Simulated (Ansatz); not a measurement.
Computed with Ansatz on PBE0-D4/def2-TZVP structures; ΔE is electronic, products minus reactants. CCSD(T)/CBS is the MP2 limit (def2-TZVPP, def2-QZVPP) plus CCSD(T) − MP2 in def2-TZVPP, frozen cores. This one scheme is used for every species, atoms too. Functionals use def2-TZVPP. No spin–orbit coupling; open shells (•) take unrestricted orbitals. Spin–orbit coupling would lower the free atoms: a little for Al, C, Si.

Consider the atomization: `[CH3][Al]([SiH3])[SiH3]` → Al• + C• + 9 H• + 2 Si•.

CCSD(T)/CBS gives +3954.4 kJ/mol.

Q: Another level gave +3867.2 kJ/mol. Which?
A. BHLYP/def2-TZVPP
B. r2SCAN0/def2-TZVPP
C. CCSD/def2-TZVPP
D. SCS-MP2/def2-TZVPP

A: D. SCS-MP2/def2-TZVPP 3867.2, CCSD/def2-TZVPP 3831.0, BHLYP 3874.3, r2SCAN0 3925.7 kJ/mol.

Largest T1 diagnostic among the species: 0.018.

At CCSD(T), def2-SVP lies −227.7 kJ/mol from the extrapolated value and def2-TZVPP −90.2 kJ/mol: correlation converges slowly with the basis, and small sets miss more of it in the bonded molecule than in its fragments. In def2-TZVPP, CCSD(T) changes the Hartree–Fock value by +829.5 kJ/mol (the triples alone add +33.3 kJ/mol) and MP2 by +790.5 kJ/mol; breaking electron pairs costs correlation energy, which Hartree–Fock lacks. From BLYP to BHLYP (50 % exact exchange), in def2-TZVPP and without D4, ΔE moves by +31.7 kJ/mol.

For atomizations the MP2-based limit and the directly extrapolated one differ by several kJ/mol either way, and by 10 to 25 for some Ge, Se and Sn compounds, so smaller differences from it don't rank the levels.
